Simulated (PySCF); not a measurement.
I$_{4}$Ti (SMILES [I][Ti]([I])([I])[I]), singlet, geometry from GFN2-xTB (such geometries of metal compounds can be far from the true shape) (all electrons, no relativity); PW6B95/3-21G in PySCF.

Here is a job for PySCF.
```python
from pyscf import gto, scf, dft

mol = gto.M(
    atom='''
Ti   -0.000000    0.000000   -0.000000
I     2.095241   -0.595467   -1.496032
I     0.787832    0.442030    2.483275
I    -1.173643    2.168196   -0.950901
I    -1.709430   -2.014759   -0.036342
''',
    basis='3-21g',
    charge=0,
    spin=0,
    verbose=4,
)

mf = dft.RKS(mol)
mf.xc = 'pw6b95'
mf.kernel()
```

Output, abridged:

```
PySCF version 2.14.0

[INPUT] verbose = 4
[INPUT] num. atoms = 5
[INPUT] num. electrons = 234
[INPUT] charge = 0
[INPUT] spin (= nelec alpha-beta = 2S) = 0
[INPUT] symmetry False subgroup None
[INPUT] Mole.unit = angstrom
[INPUT] Symbol           X                Y                Z      unit          X                Y                Z       unit  Magmom
[INPUT]  1 Ti     0.000000000000   0.000000000000   0.000000000000 AA    0.000000000000   0.000000000000   0.000000000000 Bohr   0.0
[INPUT]  2 I      2.095241000000  -0.595467000000  -1.496032000000 AA    3.959431654960  -1.125269546216  -2.827090753585 Bohr   0.0
[INPUT]  3 I      0.787832000000   0.442030000000   2.483275000000 AA    1.488786712168   0.835315638841   4.692709641979 Bohr   0.0
[INPUT]  4 I     -1.173643000000   2.168196000000  -0.950901000000 AA   -2.217863838013   4.097296624377  -1.796942461575 Bohr   0.0
[INPUT]  5 I     -1.709430000000  -2.014759000000  -0.036342000000 AA   -3.230354529115  -3.807342717003  -0.068676426819 Bohr   0.0

nuclear repulsion = 3000.84264088274
number of shells = 63
number of NR pGTOs = 378
number of NR cGTOs = 151
basis = 3-21g
ecp = {}

******** <class 'pyscf.dft.rks.RKS'> ********
method = RKS
initial guess = minao
damping factor = 0
level_shift factor = 0
DIIS = <class 'pyscf.scf.diis.CDIIS'>
diis_start_cycle = 1
diis_space = 8
diis_damp = 0
SCF conv_tol = 1e-09
SCF conv_tol_grad = None
SCF max_cycles = 50
direct_scf = True
direct_scf_tol = 1e-13
XC library pyscf.dft.libxc version 7.1.2
    S. Lehtola, C. Steigemann, M. J. T. Oliveira, and M. A. L. Marques,  SoftwareX 7, 1–5 (2018)
XC functionals = pw6b95
    Y. Zhao and D. G. Truhlar,  J. Phys. Chem. A 109, 5656 (2005)
radial grids:
    Treutler-Ahlrichs [JCP 102, 346 (1995); DOI:10.1063/1.469408] (M4) radial grids

becke partition: Becke, JCP 88, 2547 (1988); DOI:10.1063/1.454033
pruning grids: <function nwchem_prune>
grids dens level: 3
symmetrized grids: False
atomic radii adjust function: <function treutler_atomic_radii_adjust>
small_rho_cutoff = 0
Set gradient conv threshold to 3.16228e-05
Initial guess from minao.
tot grids = 108736
init E= -28344.2424525685
  HOMO = -0.374218901667587  LUMO = -0.20805233513268  gap/eV = 4.52162
cycle= 1 E= -28414.1976153889  delta_E=  -70  |g|= 0.842  |ddm|= 3.21

WARN: HOMO -0.287769564309006 == LUMO -0.287768214219401

cycle= 2 E= -28396.2678815714  delta_E= 17.9  |g|= 7.91  |ddm|= 6.62
  HOMO = -0.281277764105536  LUMO = -0.279697162571613  gap/eV = 0.04301
cycle= 3 E= -28403.7388510408  delta_E= -7.47  |g|= 7.07  |ddm|= 3.95
  HOMO = -0.279675153901084  LUMO = -0.272854166415999  gap/eV = 0.18561
cycle= 4 E= -28402.9956029526  delta_E= 0.743  |g|= 7.14  |ddm|= 3.93
  HOMO = -0.280484795023975  LUMO = -0.275385765048911  gap/eV = 0.13875
cycle= 5 E= -28404.8586634439  delta_E= -1.86  |g|= 6.91  |ddm|= 3.44
  HOMO = -0.281526897612234  LUMO = -0.274952979718215  gap/eV = 0.17889
cycle= 6 E= -28405.0822952434  delta_E= -0.224  |g|= 6.86  |ddm|= 0.721
  HOMO = -0.281501273824717  LUMO = -0.27493819637002  gap/eV = 0.17859
cycle= 7 E= -28405.1001406312  delta_E= -0.0178  |g|= 6.86  |ddm|= 0.0555
  HOMO = -0.280584232695709  LUMO = -0.27443961198219  gap/eV = 0.16720
cycle= 8 E= -28405.1421677319  delta_E= -0.042  |g|= 6.85  |ddm|= 0.506
  HOMO = -0.280535720055998  LUMO = -0.273867403408892  gap/eV = 0.18145
cycle= 9 E= -28405.2052344726  delta_E= -0.0631  |g|= 6.84  |ddm|= 0.791
  HOMO = 0.108023159994075  LUMO = 0.197498987128814  gap/eV = 2.43476
cycle= 10 E= -28368.2751282013  delta_E= 36.9  |g|=  4.6  |ddm|=   18
  HOMO = -0.690223637741957  LUMO = -0.688340571463411  gap/eV = 0.05124
cycle= 11 E= -28346.0272016554  delta_E= 22.2  |g|= 14.3  |ddm|= 23.7
  HOMO = -0.60487753844792  LUMO = -0.59896006054714  gap/eV = 0.16102
cycle= 12 E= -28373.3354899927  delta_E= -27.3  |g|=   12  |ddm|= 6.13
  HOMO = -0.634206001885975  LUMO = -0.616501701666717  gap/eV = 0.48176
cycle= 13 E= -28371.1425805467  delta_E= 2.19  |g|= 12.2  |ddm|= 1.78
  HOMO = -0.648114649926472  LUMO = -0.626451489322569  gap/eV = 0.58948
cycle= 14 E= -28370.9609222114  delta_E= 0.182  |g|= 12.1  |ddm|= 2.98
  HOMO = -0.644364166444169  LUMO = -0.626014725097043  gap/eV = 0.49931
cycle= 15 E= -28371.2344562547  delta_E= -0.274  |g|= 12.1  |ddm|= 1.59
  HOMO = -0.64109639174917  LUMO = -0.623895732094294  gap/eV = 0.46805
cycle= 16 E= -28371.5746173493  delta_E= -0.34  |g|= 12.1  |ddm|= 0.367
  HOMO = -0.642294076577842  LUMO = -0.622328147194087  gap/eV = 0.54330
cycle= 17 E= -28371.4704608202  delta_E= 0.104  |g|= 12.1  |ddm|= 0.446
  HOMO = -0.926385420736267  LUMO = -0.917383054204877  gap/eV = 0.24497
cycle= 18 E= -28323.3078849  delta_E= 48.2  |g|= 9.73  |ddm|= 9.94
  HOMO = 0.387039610125322  LUMO = 0.545667425887039  gap/eV = 4.31648
cycle= 19 E= -28354.1875979836  delta_E= -30.9  |g|= 5.81  |ddm|= 35.2
  HOMO = -0.677113705596254  LUMO = -0.657527110842561  gap/eV = 0.53298
cycle= 20 E= -28386.7358057482  delta_E= -32.5  |g|= 9.22  |ddm|= 33.1
  HOMO = -0.569089141772635  LUMO = -0.545700434034461  gap/eV = 0.63644
cycle= 21 E= -28395.6715536141  delta_E= -8.94  |g|= 7.67  |ddm|= 9.27
  HOMO = -0.527427577889657  LUMO = -0.522439271914182  gap/eV = 0.13574
cycle= 22 E= -28397.3698894747  delta_E= -1.7  |g|= 7.19  |ddm|= 7.48
  HOMO = -0.49621329150342  LUMO = -0.491285034540142  gap/eV = 0.13410
cycle= 23 E= -28402.828844653  delta_E= -5.46  |g|= 6.97  |ddm|= 5.62
  HOMO = -0.513018133968196  LUMO = -0.492336097359919  gap/eV = 0.56279
cycle= 24 E= -28402.01019677  delta_E= 0.819  |g|=  7.1  |ddm|= 4.28
  HOMO = -0.510498403003273  LUMO = -0.494350716138201  gap/eV = 0.43940
cycle= 25 E= -28401.0408253194  delta_E= 0.969  |g|= 7.27  |ddm|= 2.23
  HOMO = -0.502921605583015  LUMO = -0.501712780898145  gap/eV = 0.03289
cycle= 26 E= -28400.6314937679  delta_E= 0.409  |g|=  7.3  |ddm|= 3.97
  HOMO = -0.674570112527245  LUMO = -0.6217479895875  gap/eV = 1.43736
cycle= 27 E= -28372.6528723457  delta_E=   28  |g|= 11.6  |ddm|= 15.2
  HOMO = 0.180191124843209  LUMO = 0.260638934879755  gap/eV = 2.18910
cycle= 28 E= -28365.6588884556  delta_E= 6.99  |g|= 4.23  |ddm|= 23.5
  HOMO = -0.782170809272112  LUMO = -0.759172469429297  gap/eV = 0.62582
cycle= 29 E= -28336.8502624807  delta_E= 28.8  |g|= 13.3  |ddm|= 24.1
  HOMO = -0.685400996379496  LUMO = -0.633548282704157  gap/eV = 1.41098
cycle= 30 E= -28363.8499120171  delta_E=  -27  |g|= 13.6  |ddm|=  5.9
  HOMO = -0.744888509814582  LUMO = -0.685069598462084  gap/eV = 1.62776
cycle= 31 E= -28355.4891587068  delta_E= 8.36  |g|= 14.4  |ddm|= 4.41
  HOMO = -0.744843385060059  LUMO = -0.706267029936801  gap/eV = 1.04972
cycle= 32 E= -28356.2240453057  delta_E= -0.735  |g|= 14.4  |ddm|= 1.32
  HOMO = -0.761005642864794  LUMO = -0.687634338113351  gap/eV = 1.99653
cycle= 33 E= -28358.0494328643  delta_E= -1.83  |g|= 13.9  |ddm|= 1.91
  HOMO = -0.780355293437972  LUMO = -0.713935333668927  gap/eV = 1.80738
cycle= 34 E= -28353.9638479235  delta_E= 4.09  |g|= 14.4  |ddm|= 1.92
  HOMO = -1.03392007181527  LUMO = -0.97194164318213  gap/eV = 1.68652
cycle= 35 E= -28323.0491460691  delta_E= 30.9  |g|= 9.91  |ddm|= 7.42
  HOMO = -0.740496983804585  LUMO = -0.715022913735985  gap/eV = 0.69318
cycle= 36 E= -28367.0142912423  delta_E=  -44  |g|= 12.8  |ddm|= 9.04
  HOMO = 0.334739953128324  LUMO = 0.457688739401088  gap/eV = 3.34561
cycle= 37 E= -28354.1107558879  delta_E= 12.9  |g|= 5.87  |ddm|= 33.3
  HOMO = -0.667227684089616  LUMO = -0.645371799161534  gap/eV = 0.59473
cycle= 38 E= -28389.0885508031  delta_E=  -35  |g|= 8.83  |ddm|= 32.1
  HOMO = -0.508091560022139  LUMO = -0.443284804546035  gap/eV = 1.76348
cycle= 39 E= -28414.0066182042  delta_E= -24.9  |g|= 1.03  |ddm|= 10.2
  HOMO = -0.165821310714942  LUMO = -0.149061722512626  gap/eV = 0.45605
cycle= 40 E= -28410.8034133393  delta_E=  3.2  |g|= 4.25  |ddm|= 5.46
  HOMO = -0.183783037473807  LUMO = -0.145215035046027  gap/eV = 1.04949
cycle= 41 E= -28412.8574623407  delta_E= -2.05  |g|= 2.81  |ddm|= 1.07
  HOMO = -0.219469100315396  LUMO = -0.15465116778765  gap/eV = 1.76379
cycle= 42 E= -28413.856568478  delta_E= -0.999  |g|= 1.64  |ddm|= 1.18
  HOMO = -0.238412185414254  LUMO = -0.14086277671834  gap/eV = 2.65445
cycle= 43 E= -28414.4306120873  delta_E= -0.574  |g|= 0.464  |ddm|= 1.76
  HOMO = -0.278612703094047  LUMO = -0.120977251467447  gap/eV = 4.28948
cycle= 44 E= -28414.4653651601  delta_E= -0.0348  |g|= 0.37  |ddm|=  1.2
  HOMO = -0.287513820617428  LUMO = -0.156899171054525  gap/eV = 3.55421
cycle= 45 E= -28414.5058109686  delta_E= -0.0404  |g|= 0.168  |ddm|= 0.537
  HOMO = -0.292329381495833  LUMO = -0.153263473085128  gap/eV = 3.78418
cycle= 46 E= -28414.5125238086  delta_E= -0.00671  |g|= 0.0732  |ddm|= 0.15
  HOMO = -0.291905752276061  LUMO = -0.147615406569791  gap/eV = 3.92634
cycle= 47 E= -28414.5140701167  delta_E= -0.00155  |g|= 0.0115  |ddm|= 0.069
  HOMO = -0.291910579028517  LUMO = -0.146762209819751  gap/eV = 3.94969
cycle= 48 E= -28414.5141137721  delta_E= -4.37e-05  |g|= 0.00208  |ddm|= 0.0174
  HOMO = -0.292137800663294  LUMO = -0.146870988902332  gap/eV = 3.95291
cycle= 49 E= -28414.514116442  delta_E= -2.67e-06  |g|= 0.000551  |ddm|= 0.00641
  HOMO = -0.292198615039164  LUMO = -0.146895150028302  gap/eV = 3.95391
cycle= 50 E= -28414.514116787  delta_E= -3.45e-07  |g|= 0.00036  |ddm|= 0.00227
SCF not converged.
SCF energy = -28414.514116787
```

The run did not converge; its last values are not results.
